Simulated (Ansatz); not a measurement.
Saddle point of AlH2F3, closed shell (AlF₃ ([F][Al]([F])[F]) + H₂ → AlHF₂ ([F][AlH][F]) + HF (still joined by a long Al–F bond); bonds formed: Al1–H6, F2–H5; bonds broken: H5–H6; bonds weakened to dative contacts: Al1–F2), PBE0-D4/def2-TZVP structure:

Al1  (0.024, -0.501, 0.138)
F2  (-0.911, 1.107, -0.135)
F3  (-0.456, -1.616, -0.959)
F4  (0.077, -0.850, 1.735)
H5  (0.107, 1.262, -0.380)
H6  (1.159, 0.598, -0.399)
(Å)

Energies are electronic, without zero-point energy. Barriers and step energies count from the start structure reached by relaxing down the imaginary mode; all methods use the PBE0-D4 structures, on which another method's saddle can fall below an end. Program: Ansatz 0.2.0. Basis: def2-TZVPP, with def2-QZVPP for the basis limit. Cores are frozen in the correlated methods. B3LYP uses VWN-RPA correlation. Extrapolation: Hartree–Fock as exp(−7.88 √X), correlation as X^−2.97.

```tsv
method	barrier (kJ/mol)	step energy (kJ/mol)
SPW92	?	104.1
PBE-D4	?	113.1
BLYP-D4	134.4	121.0
r2SCAN-D4	131.5	121.4
B97M-V	130.9	106.9
PBE0-D4	128.3	111.1
B3LYP-D4	138.9	118.3
r2SCAN0-D4	136.6	117.8
BHLYP-D4	148.6	116.2
CAM-B3LYP-D4	137.0	115.6
wB97X-V	137.8	114.2
wB97M-V	137.5	113.4
B2PLYP	?	120.0
PBE-QIDH	138.7	115.2
RPA on PBE	139.6	113.6
HF	171.7	113.4
MP2	146.1	122.8
CCSD	148.1	116.2
CCSD(T)	143.8	116.9
```

Task: Fill in the withheld barriers. (To be estimated.)

Result: Computed: B2PLYP 142.9; SPW92 97.3; PBE-D4 120.1 kJ/mol. Each is the energy of the saddle less that of the start structure, by the same method.

For comparison, the barrier by CCSD(T) at an estimated basis limit (MP2 extrapolated from triple and quadruple zeta, plus CCSD(T) − MP2 in triple zeta) is 147.3 kJ/mol.

T1 diagnostic: at most 0.013.

Labels in which every atom is bracketed show which atoms are joined, not bond orders.

For scale, one of the runs: CCSD(T)/def2-TZVPP, 163 basis functions, launched by `ansatz run in.yaml --threads 2 --pin off --events-out ev --progress --plain --max-ram 4352MiB`. Hardware: 2 CPU threads of an Intel Xeon 6975P-C, shared host. Wall time 13 s; peak host memory 1.4 GiB.
